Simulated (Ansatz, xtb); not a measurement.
**C4H4Cl3F: which of two isomers lies lower**

Structure a is `C=C[C@](F)(Cl)C(Cl)Cl`, a singlet and structure b is `F[C@@H]1C[C@]1(Cl)C(Cl)Cl`, a singlet. Both are isolated molecules in the gas phase, relaxed with PBE-D3(BJ)/def2-SVP; each stands in its lowest conformer found.

Quicker runs give these differences E(b) − E(a): GFN2-xTB −26.5 kJ/mol; HF/STO-3G −17.0 kJ/mol (at GFN2-xTB geometries); r2SCAN-D4/def2-SVP +26.0 kJ/mol (at GFN2-xTB geometries).

**Question.** Which of the two would you expect CCSD(T)/def2-SVP + ΔMP2/def2-TZVPP electronic energies to favour?

**Answer.** Structure a; the calculation gives E(b) − E(a) = +39.6 kJ/mol.

How the difference moves with the method:

```tsv
level	geometry	E(b) − E(a) (kJ/mol)	departure from the last row (kJ/mol)	job, with rough time for the two
GFN2-xTB	GFN2-xTB	−26.5	−66.1	optimisation, 0.15 s
HF/STO-3G	GFN2-xTB	−17.0	−56.7	single point, 0.44 s
r2SCAN-D4/def2-SVP	GFN2-xTB	+26.0	−13.7	single point, 4.4 s
PBE-D3(BJ)/def2-SVP	PBE-D3(BJ)/def2-SVP	+24.4	−15.2	optimisation, 24 s
HF/def2-SVP	PBE-D3(BJ)/def2-SVP	+36.2	−3.5	part of the CCSD(T) run
MP2/def2-SVP	PBE-D3(BJ)/def2-SVP	+26.6	−13.0	part of the CCSD(T) run
CCSD(T)/def2-SVP	PBE-D3(BJ)/def2-SVP	+37.9	−1.8	single point
CCSD(T)/def2-SVP + ΔMP2/def2-TZVPP	PBE-D3(BJ)/def2-SVP	+39.6		single point, 83 s
```

As drawn, b has 2 C–C in place of 1 C=C. Structure a has no ring, b a 3-membered ring.

GFN2-xTB, HF/STO-3G put the two in the other order. The largest departure from CCSD(T)/def2-SVP + ΔMP2/def2-TZVPP is that of GFN2-xTB, 66.1 kJ/mol. The last row adds to CCSD(T) the change of the MP2 difference between the two basis sets, here +1.8 kJ/mol.

With thermal terms from frequencies at re-optimised GFN2-xTB minima (ideal gas, soft modes damped towards free rotors, one conformer each, 298.15 K, 1 atm): on the last row, ΔE + ΔZPE = +44.0, ΔH = +42.3, ΔG = +45.9 kJ/mol.

The correlated steps freeze 20 core orbitals. Run with Ansatz 0.2.0, xtb 6.7.1; the last row on 4 threads of Arm Neoverse V2 on a shared host.
